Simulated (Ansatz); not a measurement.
Problem. Predict a relaxed structure of (ClAlNH)4 cubane (Al4N4Cl4H4), charge 0, singlet, at PBE-D4/def2-SVP (Ansatz).

Solution. 
Cartesian coordinates in Å:
```
Al 1.349 0.969 -0.236
Cl 3.049 2.189 -0.532
N -0.315 1.544 0.570
Al -0.359 -0.071 1.637
Cl -0.810 -0.160 3.700
N 1.304 -0.647 0.830
Al 0.315 -1.546 -0.571
Cl 0.711 -3.493 -1.290
N 0.358 0.071 -1.636
Al -1.306 0.648 -0.831
Cl -2.950 1.464 -1.878
N -1.348 -0.968 0.235
H -0.507 2.489 0.919
H 2.102 -1.043 1.338
H 0.577 0.114 -2.636
H -2.172 -1.560 0.380
```
Point group Td (tolerance 0.1 Å). This is one stationary point.
